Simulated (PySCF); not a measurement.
BrH₇Si₃.
SMILES with atom numbers: `[SiH3:1][SiH2:2][SiH2:3][Br:4]` (hydrogens: H5, H6, H7 on Si1; H8, H9 on Si2; H10, H11 on Si3)

Theory: PBE0-D3(BJ)/def2-SVP geometry optimisation, gas phase (PySCF 2.14.0).

Give the optimised bond lengths and angles.

```csv
bond,length (pm),order
Si1–Si2,234.6,single
Si2–Si3,234.1,single
Si3–Br4,223.7,single
"Si1–H5, Si1–H6, Si1–H7",149.5,single
"Si2–H8, Si2–H9",149.6,single
"Si3–H10, Si3–H11",149.3,single
```

Bonds in one row agree within 1 pm and their mean is given. Orders are formal, as drawn. A selection of angles:
```csv
angle,degrees
Si2–Si1–H5,109.2
Si2–Si1–H7,111.3
H5–Si1–H6,108.7
Si1–Si2–Si3,110.1
Si1–Si2–H8,110.8
Si3–Si2–H8,108.0
H8–Si2–H9,109.3
Si2–Si3–Br4,107.7
Si2–Si3–H10,112.0
Br4–Si3–H10,108.2
H10–Si3–H11,108.7
```

Dihedral angles: Si1–Si2–Si3–Br4 176° (antiperiplanar). The mirror-image conformer, all signs reversed, is as good.

Si1 (SiH3 silicon) is tetrahedral (angles from 108.7° to 111.3°). Si2 (SiH2 silicon) is tetrahedral (angles from 107.9° to 110.8°). Si3 (SiH2 silicon) is tetrahedral (angles from 107.7° to 112.0°).

Point group: near Cs, missed by 0.20 Å at most; the miss may be what the optimiser left on a soft mode. Whether it is a minimum is left open (no frequencies). The numbers are those of one conformer.
